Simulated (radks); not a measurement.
The nickel ion Ni+, configuration [Ar] 3d(up 4.625, down 4.375) (fractional occupations, a model configuration). Calculated with a radial shooting solver on a logarithmic mesh with Libxc functionals: non-relativistic Kohn-Sham, PBEsol, spin-polarised, spherical densities, point nucleus.

Unscreened Slater integrals over Kohn-Sham orbitals (hartree). They are taken over the spin-up orbitals.

F0(3d,3d): 0.89446
F2(3d,3d): 0.39695
F4(3d,3d): 0.24394
F0(3d,3p): 1.0027
F2(3d,3p): 0.45986
G1(3d,3p): 0.56883
G3(3d,3p): 0.34143
F0(3d,3s): 1.0213
G2(3d,3s): 0.42660
F0(3p,3p): 1.1455
F2(3p,3p): 0.57033
F0(3p,3s): 1.1691
G1(3p,3s): 0.77245
F0(3s,3s): 1.1948

Derived for the open shells (J is the average intra-shell exchange parameter used in DFT+U). 3d: Racah B = F2/49 - 5 F4/441 = 0.005335 hartree, C = 35 F4/441 = 0.01936 hartree, C/B = 3.63, F4/F2 = 0.615, J = (F2 + F4)/14 = 0.04578 hartree.
